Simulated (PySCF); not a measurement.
## A ladder for the ionisation energy of C²⁺

C²⁺ [He] 2s2 (1S) → C³⁺ [He] 2s1 (2S). Scalar values calculated with PySCF 2.14 in aug-cc-pCVQZ-DK (spin-free X2C; valence: 1s2 frozen; valence and next inner shell: nothing frozen). The spin-orbit shift comes from two-component X2C-1e calculations (generalised Hartree-Fock, GHF, and MP2 on its spinors, GMP2) in x2c-QZVPPall-2c: GMP2 gives 47.022 eV without and 47.022 eV with screened spin-orbit coupling, a shift of 0.000 eV (GHF: 0.000 eV). Sums use unrounded values; where a UHF row is shifted, it takes the GHF shift.

| method | scalar (eV) | plus spin-orbit shift (eV) | error (eV) |
| --- | --- | --- | --- |
| UHF | 45.798 | 45.798 | -2.090 |
| MP2 (valence) | 47.050 | 47.050 | -0.838 |
| SCS-MP2 (valence) | 47.300 | 47.300 | -0.587 |
| CCSD (valence) | 47.832 | 47.832 | -0.056 |
| CCSD(T) (valence) | 47.832 | 47.832 | -0.056 |
| CCSDT (valence) | 47.832 | 47.832 | -0.056 |
| FCI (valence) | 47.832 | 47.832 | -0.056 |
| LDA | 46.967 | 46.967 | -0.921 |
| PBE | 47.124 | 47.124 | -0.764 |
| PBE0 | 47.059 | 47.059 | -0.828 |
| r2SCAN | 46.636 | 46.636 | -1.252 |
| BLYP | 47.117 | 47.117 | -0.771 |
| BP86 | 47.199 | 47.199 | -0.689 |
| TPSS | 47.156 | 47.156 | -0.732 |
| MP2 (valence and next inner shell) | 47.124 | 47.124 | -0.764 |
| SCS-MP2 (valence and next inner shell) | 47.365 | 47.365 | -0.523 |

Reference: 47.888 eV (measured; NIST Atomic Spectra Database, ionization energies).

The errors of the correlated levels include the incompleteness of the basis and the frozen core, so a lower level can come closer by cancellation.
